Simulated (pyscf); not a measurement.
Ga–AsH₂ [singlet] → HGa=AsH (hydrogen shift; singlet surface; As–H broken, Ga–H formed). Structures and frequencies: ωB97X-D3(BJ)/def2-SVP in PySCF. MP2 and CC: frozen core, UHF for open shells. ΔMP2 is the change of the MP2 total energy from the triple- to the quadruple-zeta basis. Energies in eV from the reactant's lowest minimum found.

```json
[
 {"level": "ωB97X-D3(BJ)/def2-TZVP", "barrier": "2.10", "reaction energy": "+0.49"},
 {"level": "PBE/def2-TZVP", "barrier": "1.64", "reaction energy": "+0.38"},
 {"level": "PBE0-D3(BJ)/def2-TZVP", "barrier": "1.85", "reaction energy": "+0.41"},
 {"level": "HF/def2-TZVP", "barrier": "2.38", "reaction energy": "+0.58"},
 {"level": "MP2/def2-QZVPP", "barrier": "1.87", "reaction energy": "+0.26"},
 {"level": "CCSD(T)/def2-TZVPP", "barrier": "1.72", "reaction energy": "+0.35"},
 {"level": "CCSD(T)/def2-TZVPP + ΔMP2(QZVPP)", "barrier": "1.72", "reaction energy": "+0.38"}
]
```

This is the saddle that the search found; another between the same sides may lie lower. One closed-shell reference is unstable to symmetry breaking; treat the single-reference values with care. The CCSD(T) − MP2 part came from Ansatz, without density fitting, on the same reference. The frozen core leaves the outer d or s,p core shells of the metals and heavy elements correlated in the MP2 and CC values, and def2-TZVPP describes them poorly, which can shift differences by a few kcal/mol. Elements up to Kr have no core potential and no relativistic terms here.
